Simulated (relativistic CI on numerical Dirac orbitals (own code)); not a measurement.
**Energy levels of Zn XXI**

Calculated at this level of theory: Dirac-Coulomb-Breit CI, separate exchange-only KLI orbitals for each configuration, QED by a radiative potential, unscaled Slater integrals (own radial code, finite nucleus).

Configurations in the expansion (outside the closed core 1s2): 2s2 2p6, 2s2 2p5 3s, 2s2 2p5 3p, 2s2 2p5 3d, 2s 2p6 3s, 2s 2p6 3p, 2s 2p6 3d, 2s2 2p5 4s, 2s2 2p5 4p, 2s2 2p5 4d, 2s2 2p5 4f, 2s 2p6 4s, 2s2 2p4 3s2, 2s2 2p5 5s, 2s 2p6 4p, 2s2 2p5 5p, 2s2 2p5 5d, 2s2 2p5 5f, 2s 2p6 4d, 2s2 2p5 5g, 2s2 2p4 3s 3p, 2s 2p6 4f, 2s2 2p4 3p2, 2s2 2p4 3s 3d, 2s2 2p4 3p 3d, 2s 2p5 3s2, 2s 2p5 3s 3p, 2s2 2p4 3d2, 2s 2p6 5s, 2s 2p6 5p, 2s 2p6 5d, 2s 2p6 5f, 2s 2p6 5g, 2s 2p5 3p2, 2s 2p5 3s 3d, 2s 2p5 3p 3d. Levels of other configurations are missing.

```
No.  Configuration  Term  J  E (10³ cm⁻¹)    %  Landé g       jj configuration (%)
  1        2s2 2p6    1S  0           0.0  100                        closed (100)
  2     2s2 2p5 3s   3P°  2        8469.7  100    1.497           2p3/2^3 3s (100)
  3     2s2 2p5 3s   1P°  1        8489.5   59    1.199            2p3/2^3 3s (99)
  4     2s2 2p5 3s   3P°  0        8665.4  100              2p1/2 2p3/2^4 3s (100)
  5     2s2 2p5 3s   3P°  1        8676.5   59    1.292      2p1/2 2p3/2^4 3s (99)
  6     2s2 2p5 3p    3S  1        8780.3   71    1.831         2p3/2^3 3p1/2 (76)
  7     2s2 2p5 3p    3D  2        8808.4   55    1.154        2p3/2^3 3p1/2 (100)
  8     2s2 2p5 3p    3D  3        8841.8  100    1.331        2p3/2^3 3p3/2 (100)
  9     2s2 2p5 3p    1P  1        8849.3   56    1.063         2p3/2^3 3p3/2 (76)
 10     2s2 2p5 3p    3P  2        8871.6   68    1.336        2p3/2^3 3p3/2 (100)
 11     2s2 2p5 3p    3P  0        8946.1   88                  2p3/2^3 3p3/2 (68)
 12     2s2 2p5 3p    3D  1        8997.2   69    0.664   2p1/2 2p3/2^4 3p1/2 (99)
 13     2s2 2p5 3p    3P  1        9045.8   60    1.430   2p1/2 2p3/2^4 3p3/2 (97)
 14     2s2 2p5 3p    3D  2        9051.7   44    1.168  2p1/2 2p3/2^4 3p3/2 (100)
 15     2s2 2p5 3p    1S  0        9162.1   87            2p1/2 2p3/2^4 3p1/2 (68)
 16     2s2 2p5 3d   3P°  0        9247.8  100                 2p3/2^3 3d3/2 (100)
 17     2s2 2p5 3d   3P°  1        9259.7   89    1.390         2p3/2^3 3d3/2 (77)
 18     2s2 2p5 3d   3F°  4        9280.5  100    1.248        2p3/2^3 3d5/2 (100)
 19     2s2 2p5 3d   3P°  2        9281.9   65    1.366         2p3/2^3 3d5/2 (72)
 20     2s2 2p5 3d   3F°  3        9285.9   62    1.070         2p3/2^3 3d3/2 (99)
 21     2s2 2p5 3d   1D°  2        9305.2   47    0.938         2p3/2^3 3d3/2 (74)
 22     2s2 2p5 3d   3D°  3        9318.6   66    1.220        2p3/2^3 3d5/2 (100)
 23     2s2 2p5 3d   3D°  1        9377.9   64    0.711         2p3/2^3 3d5/2 (66)
 24     2s2 2p5 3d   3F°  2        9479.6   67    0.786   2p1/2 2p3/2^4 3d3/2 (99)
 25     2s2 2p5 3d   3D°  2        9490.3   46    1.235   2p1/2 2p3/2^4 3d5/2 (97)
 26     2s2 2p5 3d   3F°  3        9497.8   36    1.119   2p1/2 2p3/2^4 3d5/2 (99)
 27     2s2 2p5 3d   1P°  1        9565.5   69    0.896   2p1/2 2p3/2^4 3d3/2 (86)
 28      2s 2p6 3s    3S  1        9857.8   99    1.998                 2s 3s (99)
 29      2s 2p6 3s    1S  0        9923.1  100                         2s 3s (100)
 30      2s 2p6 3p   3P°  0       10188.0   99                       2s 3p1/2 (99)
 31      2s 2p6 3p   3P°  1       10193.5   83    1.416              2s 3p1/2 (95)
 32      2s 2p6 3p   3P°  2       10233.4   99    1.498              2s 3p3/2 (99)
 33      2s 2p6 3p   1P°  1       10251.8   83    1.081              2s 3p3/2 (95)
 34      2s 2p6 3d    3D  1       10651.3  100    0.498             2s 3d3/2 (100)
 35      2s 2p6 3d    3D  2       10653.9   99    1.164              2s 3d3/2 (67)
 36      2s 2p6 3d    3D  3       10658.9  100    1.332             2s 3d5/2 (100)
 37      2s 2p6 3d    1D  2       10709.2   99    1.000              2s 3d5/2 (67)
 38     2s2 2p5 4s   3P°  2       11446.3  100    1.497           2p3/2^3 4s (100)
 39     2s2 2p5 4s   1P°  1       11453.1   64    1.173           2p3/2^3 4s (100)
 40     2s2 2p5 4p    3S  1       11575.4   60    1.767         2p3/2^3 4p1/2 (83)
 41     2s2 2p5 4p    3D  2       11582.8   52    1.155        2p3/2^3 4p1/2 (100)
 42     2s2 2p5 4p    3D  3       11596.4  100    1.331        2p3/2^3 4p3/2 (100)
 43     2s2 2p5 4p    1P  1       11599.6   63    1.089         2p3/2^3 4p3/2 (83)
 44     2s2 2p5 4p    3P  2       11607.0   68    1.338        2p3/2^3 4p3/2 (100)
 45     2s2 2p5 4s   3P°  0       11642.6  100              2p1/2 2p3/2^4 4s (100)
 46     2s2 2p5 4s   3P°  1       11645.8   64    1.318     2p1/2 2p3/2^4 4s (100)
 47     2s2 2p5 4p    3P  0       11649.8   55                  2p3/2^3 4p3/2 (95)
 48     2s2 2p5 4d   3P°  0       11747.4  100                 2p3/2^3 4d3/2 (100)
 49     2s2 2p5 4d   3P°  1       11752.4   83    1.331         2p3/2^3 4d3/2 (82)
 50     2s2 2p5 4d   3F°  4       11759.1  100    1.248        2p3/2^3 4d5/2 (100)
 51     2s2 2p5 4d   3F°  3       11760.7   57    1.073        2p3/2^3 4d3/2 (100)
 52     2s2 2p5 4d   3P°  2       11760.9   54    1.327         2p3/2^3 4d5/2 (67)
 53     2s2 2p5 4d   1D°  2       11767.8   55    0.960         2p3/2^3 4d3/2 (68)
 54     2s2 2p5 4d   3D°  3       11772.9   68    1.225        2p3/2^3 4d5/2 (100)
 55     2s2 2p5 4p    3D  1       11776.2   73    0.660  2p1/2 2p3/2^4 4p1/2 (100)
 56     2s2 2p5 4p    3P  1       11795.1   54    1.474  2p1/2 2p3/2^4 4p3/2 (100)
 57     2s2 2p5 4p    3D  2       11797.6   48    1.166  2p1/2 2p3/2^4 4p3/2 (100)
 58     2s2 2p5 4d   1P°  1       11802.3   52    0.821         2p3/2^3 4d5/2 (80)
 59     2s2 2p5 4p    1S  0       11818.6   54            2p1/2 2p3/2^4 4p1/2 (95)
 60     2s2 2p5 4f    3D  1       11841.0  100    0.501        2p3/2^3 4f5/2 (100)
 61     2s2 2p5 4f    1G  4       11842.1   51    1.024         2p3/2^3 4f5/2 (98)
 62     2s2 2p5 4f    3G  5       11842.8  100    1.198        2p3/2^3 4f7/2 (100)
 63     2s2 2p5 4f    3D  2       11843.1   77    1.108         2p3/2^3 4f7/2 (63)
 64     2s2 2p5 4f    3F  3       11847.2   52    1.166         2p3/2^3 4f7/2 (60)
 65     2s2 2p5 4f    1D  2       11847.7   51    0.845         2p3/2^3 4f5/2 (63)
 66     2s2 2p5 4f    1F  3       11848.3   61    0.972         2p3/2^3 4f5/2 (60)
 67     2s2 2p5 4f    3F  4       11849.6   73    1.186         2p3/2^3 4f7/2 (98)
 68     2s2 2p5 4d   3F°  2       11955.4   72    0.770  2p1/2 2p3/2^4 4d3/2 (100)
 69     2s2 2p5 4d   3P°  2       11959.5   43    1.271  2p1/2 2p3/2^4 4d5/2 (100)
 70     2s2 2p5 4d   3F°  3       11963.0   41    1.113  2p1/2 2p3/2^4 4d5/2 (100)
```

Energies count from the lowest computed level; ° marks odd parity. Filled j subshells are mostly left out of the jj labels.

The mean weight of the leading LS term, summed over parents, in these 70 levels is 73 %, and that of the leading jj configuration (from the same eigenvectors) 91 %, so jj coupling describes them better and the LS labels are nominal.

At this charge energies of transitions that change n are usually good to better than 1 %, and those within a shell (Δn = 0) to a few per cent.

LS names give the leading component of a level, which can be under half, so a name can repeat, a term be missing and a line seem to break the LS rules.
